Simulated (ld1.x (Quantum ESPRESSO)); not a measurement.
The numbers below are computed, except where a source is named.
Hardness and transferability of assorted potentials

Generated with ld1.x 7.5 (TM, RRKJ, ultrasoft, PAW), atompaw 4.2 or ONCVPSP 4.0.1. The cutoff is in Ry: for ld1.x and atompaw files where the sum of valence levels is converged to 10 mRy in a Bessel basis, for ONCV files where the hardest occupied wave has 1 mHa per electron of residual kinetic energy. The error is the largest all-electron minus pseudo excitation energy over each file’s own four to seven test configurations (ionisations up to +4, promotions, holes and added fractions of an electron), all of which were solved. The labels leave out finer settings (local radius, basis sizes, second energies), which also bear on the numbers. Spin-polarised tests are not counted. The rows are a selection from randomly drawn settings: files with unsolved tests, undetermined cutoffs or missed reference levels are left out.

```tsv
element	potential	cutoff (Ry)	largest error (meV)	bound ghosts
Ge	ultrasoft, LDA (PZ), non-relativistic, rc 2.05/1.75 (sp), local smoothed, core correction yes, reference 4s2 4p2	6	-237	none
Pd	TM, LDA (PZ), fully relativistic, rc 2.10/4.15/1.60 (spd), local s, core correction yes, reference 4d10 5s0 5p0	70	-1260	none
In	TM, PBE, non-relativistic, rc 2.45/2.40/0.95/2.20 (spdf), local s, core correction yes, reference 4d10 5s2 5p1	120	-351	none
Au	PAW, PBE, scalar-relativistic, rc 2.45/5.08/2.20 (spd), local smoothed, core correction yes, reference 5d10 6s1 6p0	25	-284	none
```

Task: Fill in the row for N: TM, PBEsol, non-relativistic, rc 0.95/1.60 (sp), local p, core correction yes, reference 2s2 2p2.5.

Result: cutoff 55 Ry, largest error +614 meV, bound ghosts: none.
